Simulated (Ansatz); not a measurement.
CH$_{6}$AlBO$_{2}$Si, relaxed with RKS PBE-D4/def2-SVP in Ansatz 0.2.0 from a rough embedded geometry. The force threshold is 0.03 eV/Å; the program also tests the step.

Total charge 0; spin multiplicity 1. The bonds changed during the relaxation, so this is another structure than the one it started from.

Start:

```xyz
12

O    -1.808    0.421    1.699
C    -2.145   -0.378    0.869
O    -1.640   -0.270   -0.406
Si   -0.428    0.884   -0.967
B     1.182    0.721    0.059
Al    2.189   -1.101    0.011
H    -2.831   -1.184    1.091
H    -0.163    0.744   -2.374
H    -1.046    2.216   -0.665
H     1.577    1.571    0.728
H     1.577   -2.309   -0.869
H     3.536   -1.315    0.823
```

Question: By how much does the energy fall, and how many steps does the optimiser take? (Estimate.)

Answer: Computed: 2.06 eV, in 28 steps, 1 of them rejected.

Question: Which bonds change most? (An estimate is asked.)

Answer: Computed: O1–B5 from 3.424 to 1.571 Å; Si4–B5 from 1.916 to 2.017 Å; C2–O3 from 1.376 to 1.289 Å; O3–Si4 from 1.765 to 1.849 Å.

Question: Give the relaxed structure. (Best estimate.)

Answer: Ansatz gave: 
```xyz
12

O    -0.781   -0.361    1.269
C    -1.862   -0.297    0.611
O    -1.968    0.315   -0.519
Si   -0.375    1.122   -0.997
B     0.495    0.289    0.621
Al    1.988   -1.144    0.176
H    -2.763   -0.793    1.021
H    -0.172    0.604   -2.398
H    -0.772    2.571   -1.157
H     0.982    1.075    1.426
H     1.852   -2.735    0.430
H     3.377   -0.647   -0.482
```
